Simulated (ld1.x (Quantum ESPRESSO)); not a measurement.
# Transferability test, TM potential for Lu

```
Element                 : lutetium
Generator               : ld1.x (Quantum ESPRESSO) 7.5
Type                    : norm-conserving Troullier–Martins (Kleinman–Bylander form)
Functional              : LDA (PZ)
Relativity              : fully relativistic
Frozen core             : [Kr] 4d10
Valence charge          : 25
Reference configuration : 4f14 5s2 5p6 5d1 6s2 6p0
Partial waves           : 5s (bound): rc 1.60 bohr; 5d (bound): rc 2.50 bohr; 4f (bound): rc 1.15 bohr; 5p (bound): rc 1.75 bohr
Local potential         : the p channel
Core correction         : none
```

Open shells are filled in proportion to 2j + 1 (rel_dist='average').

Occupied shells without a wave of their own: 6s. They enter only through the test configuration that unscreens the potential.

Energies are relative to the spin-unpolarised reference configuration 4f14 5s2 5p6 5d1 6s2 6p0; without spin polarisation the order of configurations can differ from experiment. Not all tests gave a result: 3 of 7 tests not solved or not reliable. Left out of the table: 4f14 5s2 5p6 5d1 6s1 6p0 (solver errors, printed error +528 meV); 4f14 5s2 5p6 5d0 6s0 6p0 (solver errors, printed error +1.9 eV); 4f13 5s2 5p6 5d2 6s2 6p0 (solver errors, printed error -10.7 eV). The p channel is local and has no spin–orbit splitting in the pseudo-atom.

(1) Give the all-electron excitation energy and the error of the potential for: 4f14 5s2 5p6 5d1 6s0 6p0; 4f13 5s2 5p6 5d0 6s0 6p0; 4f14 5s2 5p6 5d1 6s0 6p2; 4f14 5s2 5p6 5d1.5 6s1.5 6p0.

Levels in the configuration 4f13 5s2 5p6 5d0 6s0 6p0:

```json
{"level": "4f j=5/2", "all-electron (eV)": "-58.744", "pseudo (eV)": "-58.105"}
{"level": "4f j=7/2", "all-electron (eV)": "-57.128", "pseudo (eV)": "-56.485"}
{"level": "5s j=1/2", "all-electron (eV)": "-105.820", "pseudo (eV)": "-105.102"}
{"level": "5p j=1/2", "all-electron (eV)": "-80.481", "pseudo (eV)": "-74.321"}
{"level": "5p j=3/2", "all-electron (eV)": "-72.690", "pseudo (eV)": "-74.321"}
```

A Bessel basis up to 400 Ry misses an occupied level by 0.88 Ry, so cutoffs and ghosts were not judged. The potential misses its own reference levels by up to 4.8 eV, so it is not fit for use.

Answers

(1)

```csv
valence configuration,charge,ΔE all-electron (eV),error AE − PS (meV)
4f14 5s2 5p6 5d1 6s0 6p0,+2,21.154,+1345
4f13 5s2 5p6 5d0 6s0 6p0,+4,88.304,+2659
4f14 5s2 5p6 5d1 6s0 6p2,0,7.218,+1010
4f14 5s2 5p6 5d1.5 6s1.5 6p0,0,1.472,+194
```

These tests converged, but a pseudo level misses the all-electron one widely, so the file describes the atom poorly there or has found another state: 4f14 5s2 5p6 5d1 6s0 6p0: 5p by 5.5 eV; 4f13 5s2 5p6 5d0 6s0 6p0: 5p by 6.2 eV; 4f14 5s2 5p6 5d1 6s0 6p2: 5p by 5.4 eV; 4f14 5s2 5p6 5d1.5 6s1.5 6p0: 5p by 4.9 eV. The 6s level has no wave, so the channel is fitted at the deeper level alone: the likely source of the large errors.
